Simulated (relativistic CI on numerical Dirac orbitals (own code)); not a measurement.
# Slater and spin-orbit integrals, Hg⁵⁴⁺

Method of calculation: Dirac-Coulomb-Breit CI, orbitals from a KLI potential per configuration, model QED (radiative potential, 1s self-energy scaled to tabulated hydrogen-like ionisation energies), unscaled Slater integrals (own radial code, finite nucleus).

Slater integrals F^k, G^k are unscaled and averaged over j, outside the closed core [Ne]; ζ comes from projecting the Hamiltonian with its Breit term on Σ l·s of the shell.

- 3s2.3p6.3d8: F^2(3d,3d) = 648260, F^4(3d,3d) = 418370, ζ(3d) = 318700 cm⁻¹; <r>(3d) = 0.1573, <r^2>(3d) = 0.0287 (bohr units).
- 3s2.3p5.3d9: ζ(3p) = 2.4796e+06, F^2(3p,3d) = 564370, G^1(3p,3d) = 604430, G^3(3p,3d) = 401950, ζ(3d) = 316450 cm⁻¹; <r>(3p) = 0.1744, <r^2>(3p) = 0.03532, <r>(3d) = 0.1574, <r^2>(3d) = 0.02877 (bohr units).
- 3s2.3p4.3d10: F^2(3p,3p) = 558890, ζ(3p) = 2.4785e+06 cm⁻¹; <r>(3p) = 0.1745, <r^2>(3p) = 0.03537 (bohr units).

Task: Give the Racah parameters of the d shell in 3s2.3p6.3d8.

Result: B = F²/49 − 5F⁴/441 = 8486 cm⁻¹ and C = 35F⁴/441 = 33204 cm⁻¹.

Averages of the first 10 configurations, taken without configuration mixing, which lowers the lowest level and can move excited configurations by several eV; other configurations of the list can lie among them:

```json
{"Configuration": "3s2.3p6.3d8", "Parity": "even", "States": "45", "Average energy above the lowest level (eV)": "86.2"}
{"Configuration": "3s2.3p5.3d9", "Parity": "odd", "States": "60", "Average energy above the lowest level (eV)": "712.1"}
{"Configuration": "3s2.3p4.3d10", "Parity": "even", "States": "15", "Average energy above the lowest level (eV)": "1347.0"}
{"Configuration": "3s.3p6.3d9", "Parity": "even", "States": "20", "Average energy above the lowest level (eV)": "1288.8"}
{"Configuration": "3p6.3d10", "Parity": "even", "States": "1", "Average energy above the lowest level (eV)": "2503.4"}
{"Configuration": "3s.3p5.3d10", "Parity": "odd", "States": "12", "Average energy above the lowest level (eV)": "1912.8"}
{"Configuration": "3s2.3p6.3d7.4s", "Parity": "even", "States": "240", "Average energy above the lowest level (eV)": "2161.5"}
{"Configuration": "3s2.3p6.3d7.4p", "Parity": "odd", "States": "720", "Average energy above the lowest level (eV)": "2379.9"}
{"Configuration": "3s2.3p4.3d9.4s", "Parity": "even", "States": "300", "Average energy above the lowest level (eV)": "3401.6"}
{"Configuration": "3s2.3p6.3d7.4d", "Parity": "even", "States": "1200", "Average energy above the lowest level (eV)": "2616.2"}
```
